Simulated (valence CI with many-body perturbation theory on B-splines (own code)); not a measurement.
E1 line list for Ta⁴⁰⁺

Calculated by valence CI with perturbative core correlation (CI+MBPT): five valence electrons over a frozen Dirac-Fock core [Ar] 3d10, a basis of 11 s, 11 p, 10 d, 8 f, 5 g, 2 h functions for each j, with the one-electron correlation potential Σ1, the two-electron term Σ2, the three-electron term Σ3, Breit, model QED; selected CI, second order for the rest, scaled by the run's own slope (own B-spline code, finite nucleus).

No measured spectrum was set against this ion. As an estimate, large intervals hold to a few tenths of a per cent, small ones and those within an open d or f shell to about a per cent. Among the levels kept, up to 2100 cm⁻¹ of a level comes from second order outside the variational space, and about a tenth of that is noise between levels of different J, which matters for small intervals.

Lines 151 to 200 of 523 in falling wavelength, among levels below 524.36 eV, chosen from the strongest by gf and those to the six lowest levels. Wavelengths and rates use the calculated energies. Electric multipoles are in the length gauge with retardation, E1 and E2 with the static RPA response of the core. Weak lines are less certain than strong ones. Lines between different terms over intervals too small for the method are left out, as are lines whose strength nearly cancels. Where a level lies close to another of its J and parity, the split of strength between their lines is uncertain. The highest levels of a list are the least certain.

Levels are named by their leading jj configuration (3d3/2^4 stands for four electrons in 3d with j = 3/2), which in mixed levels can hold well under half, so a name can repeat and another be missing. Letters in brackets count levels of one name in rising energy.

```tsv
λ vac (Å)	Upper	Lower	A (s⁻¹)	S (a.u.)
67.46	(4s 4p1/2 4p3/2^2 4d5/2) J=5/2 [g]	(4s 4p1/2 4p3/2^3) J=3/2	6.57e+11	5.97e-01
67.45	(4s 4p1/2 4p3/2^2 4d3/2) J=3/2 [e]	(4s^2 4p1/2 4p3/2 4d3/2) J=3/2 [b]	5.35e+10	3.24e-02
67.42	(4s 4p1/2^2 4p3/2 4d3/2) J=5/2 [c]	(4s^2 4p1/2^2 4d5/2) J=5/2	1.19e+10	1.08e-02
67.38	(4s^2 4p1/2 4p3/2 4f7/2) J=9/2 [b]	(4s^2 4p1/2 4p3/2 4d5/2) J=9/2	8.72e+10	1.32e-01
67.36	(4s^2 4p3/2 4d3/2 4d5/2) J=7/2 [c]	(4s^2 4p3/2^2 4d3/2) J=5/2	2.47e+11	2.98e-01
67.27	(4s 4p1/2 4p3/2^2 4d5/2) J=7/2 [e]	(4s^2 4p1/2 4p3/2 4d5/2) J=5/2 [b]	3.89e+10	4.67e-02
67.23	(4s^2 4p1/2 4d5/2^2) J=1/2	(4s^2 4p1/2 4p3/2 4d5/2) J=1/2	2.48e+11	7.43e-02
67.21	(4s^2 4p3/2 4d3/2 4d5/2) J=5/2 [d]	(4s^2 4p3/2^2 4d3/2) J=5/2	4.80e+10	4.32e-02
67.20	(4s 4p1/2 4p3/2^2 4d5/2) J=5/2 [e]	(4s^2 4p1/2 4p3/2 4d5/2) J=3/2 [c]	2.84e+11	2.55e-01
67.20	(4s^2 4p3/2 4d3/2 4d5/2) J=3/2 [b]	(4s^2 4p3/2^2 4d3/2) J=5/2	1.11e+11	6.65e-02
67.09	(4s 4p1/2^2 4p3/2 4d5/2) J=7/2 [b]	(4s 4p1/2^2 4p3/2^2) J=5/2	5.37e+11	6.40e-01
67.07	(4s 4p1/2^2 4d3/2 4d5/2) J=5/2 [b]	(4s 4p1/2^2 4p3/2 4d3/2) J=5/2 [a]	7.50e+10	6.70e-02
67.04	(4s 4p1/2^2 4p3/2 4d5/2) J=3/2 [a]	(4s^2 4p1/2^2 4d5/2) J=5/2	8.82e+10	5.24e-02
67.03	(4s^2 4p3/2 4d3/2 4d5/2) J=3/2 [b]	(4s^2 4p3/2^2 4d3/2) J=1/2	1.53e+11	9.07e-02
67.03	(4s 4p1/2 4p3/2^2 4d3/2) J=5/2 [e]	(4s^2 4p1/2 4p3/2 4d3/2) J=5/2 [b]	7.80e+10	6.96e-02
67.03	(4s 4p1/2^2 4p3/2 4f5/2) J=3/2	(4s 4p1/2^2 4p3/2 4d3/2) J=3/2 [b]	5.00e+10	2.97e-02
66.94	(4s 4p1/2 4p3/2^2 4d5/2) J=7/2 [g]	(4s 4p1/2 4p3/2^3) J=5/2	5.80e+11	6.86e-01
66.92	(4s^2 4p3/2 4d3/2 4d5/2) J=5/2 [d]	(4s^2 4p3/2^2 4d3/2) J=3/2 [a]	1.60e+11	1.42e-01
66.91	(4s^2 4p3/2 4d3/2 4d5/2) J=3/2 [b]	(4s^2 4p3/2^2 4d3/2) J=3/2 [a]	6.84e+10	4.05e-02
66.85	(4s^2 4p1/2 4p3/2 4f7/2) J=11/2	(4s^2 4p1/2 4p3/2 4d5/2) J=9/2	3.13e+11	5.53e-01
66.77	(4s 4p1/2^2 4p3/2 4d3/2) J=5/2 [b]	(4s^2 4p1/2^2 4d3/2) J=3/2	2.42e+09	2.14e-03
66.76	(4s^2 4p1/2 4p3/2 4f7/2) J=7/2 [b]	(4s^2 4p1/2 4p3/2 4d5/2) J=7/2 [a]	1.62e+11	1.90e-01
66.71	(4s^2 4p3/2^2 4d5/2) J=3/2	(4s^2 4p3/2^3) J=3/2	6.61e+11	3.87e-01
66.68	(4s 4p1/2 4p3/2^2 4d3/2) J=5/2 [e]	(4s^2 4p1/2 4p3/2 4d5/2) J=3/2 [a]	3.31e+10	2.91e-02
66.65	(4s^2 4p1/2 4d3/2 4d5/2) J=1/2	(4s^2 4p1/2 4p3/2 4d3/2) J=1/2 [a]	5.03e+11	1.47e-01
66.63	(4s^2 4p1/2 4d5/2^2) J=1/2	(4s^2 4p1/2 4p3/2 4d5/2) J=3/2 [b]	3.43e+11	1.00e-01
66.55	(4s 4p1/2 4p3/2^2 4d5/2) J=5/2 [f]	(4s 4p1/2 4p3/2^3) J=5/2	5.83e+11	5.09e-01
66.45	(4s 4p1/2 4p3/2^2 4d5/2) J=3/2 [b]	(4s^2 4p1/2 4p3/2 4d5/2) J=5/2 [b]	1.07e+11	6.19e-02
66.34	(4s 4p1/2 4p3/2^2 4d5/2) J=3/2 [e]	(4s 4p1/2 4p3/2^3) J=1/2	8.97e+11	5.17e-01
66.31	(4s 4p1/2 4p3/2^2 4d5/2) J=3/2 [b]	(4s^2 4p1/2 4p3/2 4d5/2) J=3/2 [b]	4.67e+11	2.69e-01
66.30	(4s 4p1/2 4p3/2^2 4d5/2) J=9/2 [d]	(4s^2 4p1/2 4p3/2 4d5/2) J=7/2 [b]	5.95e+11	8.56e-01
66.29	(4s^2 4p1/2 4p3/2 4f7/2) J=9/2 [a]	(4s^2 4p1/2 4p3/2 4d5/2) J=7/2 [a]	3.46e+11	4.98e-01
66.24	(4s^2 4p1/2 4p3/2 4d5/2) J=3/2 [c]	(4s^2 4p1/2 4p3/2^2) J=5/2	1.22e+11	7.02e-02
66.24	(4s^2 4p1/2 4p3/2 4d5/2) J=3/2 [b]	(4s^2 4p1/2 4p3/2^2) J=3/2	2.15e+11	1.23e-01
66.12	(4s 4p1/2 4p3/2^2 4d5/2) J=3/2 [e]	(4s 4p1/2 4p3/2^3) J=3/2	2.82e+11	1.61e-01
66.10	(4s^2 4p1/2 4p3/2 4d5/2) J=5/2 [b]	(4s^2 4p1/2 4p3/2^2) J=3/2	6.43e+11	5.50e-01
66.09	(4s 4p3/2^3 4d3/2) J=1/2	(4s^2 4p3/2^2 4d3/2) J=1/2	1.40e+11	3.99e-02
66.06	(4s 4p1/2 4p3/2^2 4d5/2) J=5/2 [d]	(4s^2 4p1/2 4p3/2 4d5/2) J=5/2 [b]	5.57e+10	4.76e-02
66.02	(4s 4p1/2^2 4p3/2 4d3/2) J=3/2 [b]	(4s^2 4p1/2^2 4d3/2) J=3/2	1.77e+11	1.01e-01
65.99	(4s 4p1/2 4p3/2^2 4d5/2) J=3/2 [d]	(4s 4p1/2 4p3/2^3) J=5/2	2.64e+11	1.50e-01
65.97	(4s 4p1/2 4p3/2^2 4d5/2) J=5/2 [d]	(4s^2 4p1/2 4p3/2 4d5/2) J=7/2 [b]	4.36e+10	3.70e-02
65.97	(4s 4p3/2^3 4d3/2) J=1/2	(4s^2 4p3/2^2 4d3/2) J=3/2 [a]	3.81e+11	1.08e-01
65.95	(4s 4p1/2 4p3/2^2 4d5/2) J=5/2 [a]	(4s^2 4p1/2 4p3/2 4d5/2) J=5/2 [a]	3.34e+10	2.84e-02
65.94	(4s 4p1/2 4p3/2^2 4d3/2) J=7/2 [b]	(4s^2 4p1/2 4p3/2 4d3/2) J=5/2 [a]	3.89e+10	4.40e-02
65.93	(4s 4p1/2 4p3/2^2 4d5/2) J=1/2 [b]	(4s^2 4p1/2 4p3/2 4d5/2) J=3/2 [a]	3.20e+11	9.05e-02
65.92	(4s 4p1/2 4p3/2^2 4d5/2) J=5/2 [d]	(4s^2 4p1/2 4p3/2 4d5/2) J=3/2 [b]	3.41e+11	2.89e-01
65.92	(4s 4p1/2^2 4p3/2 4d5/2) J=3/2 [b]	(4s 4p1/2^2 4p3/2^2) J=5/2	1.63e+11	9.22e-02
65.78	(4s 4p1/2 4p3/2^2 4d3/2) J=3/2 [f]	(4s^2 4p1/2 4p3/2 4d3/2) J=5/2 [b]	1.05e+11	5.87e-02
65.66	(4s^2 4p1/2 4p3/2 4d5/2) J=1/2	(4s^2 4p1/2 4p3/2^2) J=3/2	2.19e+11	6.12e-02
65.65	(4s^2 4p3/2^2 4f7/2) J=3/2	(4s^2 4p3/2^2 4d3/2) J=1/2	5.29e+10	2.95e-02
```
